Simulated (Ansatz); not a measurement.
# singlet BeO: levels of theory in one basis

```xyz
2

Be    0.0000    0.0000    0.0000
O     0.0000    0.0000    1.7500
```

Basis set: def2-SVP (spherical functions). Correlated methods keep 1 orbital frozen. Charge 0, multiplicity 1.

Computed with Ansatz (development build ahead of 0.2.0); each method stands on the lowest determinant of its kind that the runs found.

```tsv
method	E − E(RHF) (eV)	<S²> of the determinant
RHF	0.00	0.00
UHF	-3.14	1.01
RHF-MP2	-7.25	–
```

Task: What does UHF-MP2 give on the same scale?

Result: -7.43 eV.

Task: Is a single determinant a sound starting point here?

Result: It is doubtful. Unrestricted orbitals lower Hartree–Fock by 3.14 eV and <S²> is 1.01 where a pure state has 0.00, a sign of strong static correlation.

Caution for RHF, RHF-MP2: an unrestricted determinant lies well below. Caution for UHF, UHF-MP2: the unrestricted determinant is a mixture of spin states. Caution for RHF-MP2, UHF-MP2: bonds are stretched, where a single reference can fail. Caution for RHF-MP2: other determinants can give a lower correlated total.
